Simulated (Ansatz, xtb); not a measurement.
## C3H10B2N2: which of two isomers lies lower

Structure X: `BN1CCNB1C`, a singlet. Structure Y: `BNBNCC=C`, a singlet. Both are isolated molecules in the gas phase, relaxed with B3LYP/def2-SVP; the shapes shown needn't be the lowest conformers.

X (Å):

```yaml
atoms:
  - { symbol: C, position_ang: [-0.4336, -0.2603, 0.8435] }
  - { symbol: C, position_ang: [-0.9087, 1.1265, 0.3603] }
  - { symbol: C, position_ang: [-2.5481, -1.2087, -2.3040] }
  - { symbol: B, position_ang: [-0.2131, -2.4745, -0.3808] }
  - { symbol: B, position_ang: [-1.7691, -0.5431, -1.1103] }
  - { symbol: N, position_ang: [-0.7780, -1.2007, -0.2443] }
  - { symbol: N, position_ang: [-1.8777, 0.7934, -0.6773] }
  - { symbol: H, position_ang: [-0.5681, -3.1878, -1.2883] }
  - { symbol: H, position_ang: [0.6278, -2.8490, 0.4059] }
  - { symbol: H, position_ang: [-0.9737, -0.5459, 1.7634] }
  - { symbol: H, position_ang: [0.6415, -0.2822, 1.0735] }
  - { symbol: H, position_ang: [-1.3528, 1.7123, 1.1831] }
  - { symbol: H, position_ang: [-0.0683, 1.7225, -0.0468] }
  - { symbol: H, position_ang: [-2.4167, 1.5321, -1.1100] }
  - { symbol: H, position_ang: [-1.8455, -1.5713, -3.0735] }
  - { symbol: H, position_ang: [-3.2550, -0.5176, -2.7901] }
  - { symbol: H, position_ang: [-3.1137, -2.0931, -1.9658] }
```

Y (Å):

```yaml
atoms:
  - { symbol: C, position_ang: [0.3626, 0.7720, 0.2011] }
  - { symbol: C, position_ang: [0.9346, 2.0288, 0.8108] }
  - { symbol: C, position_ang: [0.7288, 3.2766, 0.3830] }
  - { symbol: B, position_ang: [-1.5126, 0.4961, -4.5358] }
  - { symbol: B, position_ang: [-0.4759, 0.5807, -2.1980] }
  - { symbol: N, position_ang: [-1.5173, 0.8429, -3.1713] }
  - { symbol: N, position_ang: [-0.6037, 0.9805, -0.8573] }
  - { symbol: H, position_ang: [-0.5619, -0.0853, -4.9980] }
  - { symbol: H, position_ang: [-2.4632, 0.7857, -5.2250] }
  - { symbol: H, position_ang: [-2.3465, 1.3313, -2.8373] }
  - { symbol: H, position_ang: [0.5215, 0.0016, -2.5484] }
  - { symbol: H, position_ang: [-1.4360, 1.4774, -0.5489] }
  - { symbol: H, position_ang: [1.1867, 0.1588, -0.2023] }
  - { symbol: H, position_ang: [-0.0787, 0.1644, 1.0169] }
  - { symbol: H, position_ang: [1.5722, 1.8581, 1.6876] }
  - { symbol: H, position_ang: [0.1062, 3.4858, -0.4915] }
  - { symbol: H, position_ang: [1.1840, 4.1325, 0.8881] }
```

Task: Estimate E(Y) − E(X) at the level CCSD(T)/def2-SVP + ΔMP2/def2-TZVPP.

Result: Calculated at CCSD(T)/def2-SVP + ΔMP2/def2-TZVPP: E(Y) − E(X) = +0.898 eV, so structure X lies lower.

The same difference at several levels:

| level | geometry | E(Y) − E(X) (eV) | departure from the last row (eV) | job, with rough time for the two |
| --- | --- | --- | --- | --- |
| GFN2-xTB | GFN2-xTB | +1.063 | +0.165 | optimisation, 0.46 s |
| HF/STO-3G | GFN2-xTB | +2.389 | +1.491 | single point, 0.4 s |
| r2SCAN-D4/def2-SVP | GFN2-xTB | +1.068 | +0.170 | single point, 4.6 s |
| B3LYP/def2-SVP | B3LYP/def2-SVP | +0.844 | −0.054 | optimisation, 67 s |
| HF/def2-SVP | B3LYP/def2-SVP | +0.805 | −0.093 | part of the CCSD(T) run |
| MP2/def2-SVP | B3LYP/def2-SVP | +1.034 | +0.136 | part of the CCSD(T) run |
| CCSD(T)/def2-SVP | B3LYP/def2-SVP | +0.943 | +0.045 | single point |
| CCSD(T)/def2-SVP + ΔMP2/def2-TZVPP | B3LYP/def2-SVP | +0.898 |  | single point, 95 s |

As drawn, Y has 1 C=C, 1 B–H, 1 N–H in place of 1 C–N, 1 C–B, 2 C–H. Structure X has a 5-membered ring, Y no ring.

None of the levels shown reverses the order. The largest departure from CCSD(T)/def2-SVP + ΔMP2/def2-TZVPP is that of HF/STO-3G, 1.491 eV. The last row adds to CCSD(T) the change of the MP2 difference between the two basis sets, here −0.045 eV.

With thermal terms from frequencies at re-optimised GFN2-xTB minima (ideal gas, soft modes damped towards free rotors, one conformer each, 298.15 K, 1 atm): the zero-point term adds −0.087 eV; ΔH is +0.832 and ΔG +0.782 eV.

The correlated steps freeze 7 core orbitals. Programs: Ansatz 0.2.0, xtb 6.7.1; the last row on 4 threads of Arm Neoverse V1 on a shared host.
